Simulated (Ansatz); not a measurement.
The first iterations of a band of CuH3O2 (6 atoms, charge 0, multiplicity 1).

All numbers below come from RKS PBE-D4/def2-SVP in Ansatz 0.2.0.

```
movable images  : 7
climbing image  : yes
spring          : 5.0 eV/Å²
optimiser       : quadratic models (default)
start path      : IDPP
force threshold : 0.05 eV/Å
iteration limit : 60
end points      : relaxed
```

Image 0:

```xyz
6
Properties=species:S:1:pos:R:3
O -1.902 -1.075 -0.494
Cu -0.331 -0.397 -0.030
O 1.432 0.218 0.541
H -2.393 -0.362 -0.948
H 1.915 0.557 -0.241
H 1.321 0.996 1.125
```

Image 8:

```xyz
6
Properties=species:S:1:pos:R:3
O -1.941 0.311 -0.986
Cu -0.394 -0.022 -0.185
O 1.350 -0.245 0.663
H -2.466 -0.511 -0.919
H 2.048 -0.024 0.012
H 1.445 0.427 1.369
```

| iteration | highest image above the first end (eV) | largest band force component (eV/Å) |
| --- | --- | --- |
| 1 | 0.086 | 0.395 |
| 2 | 0.034 | 0.192 |

Problem. Does the band converge within its limit, and where does its top end?

Solution. It converged. It ended after 5 iterations with the highest image 0.008 eV above the first end. A vibrational analysis at the climbing image gives one clearly imaginary mode, 128i cm⁻¹: a first-order saddle point.

Run time: 41 s on 1 thread of Intel(R) Xeon(R) 6975P-C (Granite Rapids), on a shared host, peak memory 0.15 GiB.
